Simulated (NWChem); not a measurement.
System: isocyanic acid (CHNO); SMILES N=C=O

```xyz
4

N      0.1655     1.1780     0.0000
C     -0.0132    -0.0279     0.0000
O     -0.0298    -1.2024     0.0000
H     -0.5663     1.8721     0.0000
```
Atoms are numbered in this order, from 1.

Coordinates come from a B3LYP/6-31G* (spherical d) optimisation.

Give the principal values of the shielding tensors (ppm) of N1, C2, O3 from PBE0/IGLO-II, GIAO (NWChem), with their diamagnetic and paramagnetic parts as GIAO splits them.


```
atom    σ11    σ22    σ33  isotropic  diamagnetic  paramagnetic
----  -----  -----  -----  ---------  -----------  ------------
N1    136.7  196.4  346.7      226.6        325.3         -98.7
C2    -64.4  -53.0  270.8       51.1        258.1        -207.0
O3     14.7  122.1  369.4      168.7        400.4        -231.7
```
